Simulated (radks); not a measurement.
The numbers below are computed, except where a source is named.
The vanadium ion V+, configuration [Ar] 3d4.

Code: a radial shooting solver on a logarithmic mesh with Libxc functionals. Model: scalar-relativistic Kohn-Sham, r2SCAN, spin-polarised, spherical densities, finite nucleus; open shells are filled with parallel spins first; meta-GGA in the generalised Kohn-Sham scheme; Fermi nuclear charge, rms radius 3.6002 fm.

Energy parts (eV):
total: -25825.240
kinetic: 26065.328
electron-nucleus: -61410.926
Hartree: 10758.880
exchange-correlation: -1238.522

Orbitals (lengths in bohr, moments of r in powers of bohr; r(max) is where P^2 peaks; r(90%) holds 90 % of the orbital's charge):
1s up: occ. 1; eigenvalue (eV) -5387.861; r(max) 0.04350; r(90%) 0.119
1s down: occ. 1; eigenvalue (eV) -5387.910; r(max) 0.04350; r(90%) 0.119
2s up: occ. 1; eigenvalue (eV) -612.3441; r(max) 0.2553; r(90%) 0.477
2s down: occ. 1; eigenvalue (eV) -610.8978; r(max) 0.2551; r(90%) 0.476
2p up: occ. 3; eigenvalue (eV) -510.1726; r(max) 0.2082; r(90%) 0.450
2p down: occ. 3; eigenvalue (eV) -509.0692; r(max) 0.2080; r(90%) 0.449
3s up: occ. 1; eigenvalue (eV) -76.6983; r(max) 0.8220; r(90%) 1.44
3s down: occ. 1; eigenvalue (eV) -72.3781; r(max) 0.8221; r(90%) 1.44
3p up: occ. 3; eigenvalue (eV) -49.6204; r(max) 0.8508; r(90%) 1.59
3p down: occ. 3; eigenvalue (eV) -45.2501; r(max) 0.8513; r(90%) 1.60
3d up: occ. 4; eigenvalue (eV) -9.8335; r(max) 0.9227; r(90%) 2.66
4s up: occ. 0; eigenvalue (eV) -9.5600; r(max) 2.671; r(90%) 4.67
4p up: occ. 0; eigenvalue (eV) -5.6471; r(max) 3.370; r(90%) 6.04

The highest occupied level is 3d up at -9.834 eV. For comparison, the ionisation energy in NIST's Atomic Spectra Database is 14.63 eV (measured). In exact Kohn-Sham theory the highest level is minus the ionisation energy, but local and semilocal functionals leave it too shallow, through self-interaction and a potential that decays too fast; potentials with the right tail come closer. Spin moment in Bohr magnetons: 4. The density falls to 0.001 e/bohr^3 at r = 3.60 bohr. The spin density at the nucleus is -0.964 e/bohr^3 (1s 0.035, 2s -1.441, 3s 0.443). The electron density at the nucleus is 9930 e/bohr^3 (large components only). Summed over all electrons, <r^2> = 22.51 bohr^2, which gives a Langevin (diamagnetic) susceptibility term of -17.8 x 10^-6 cm^3/mol.
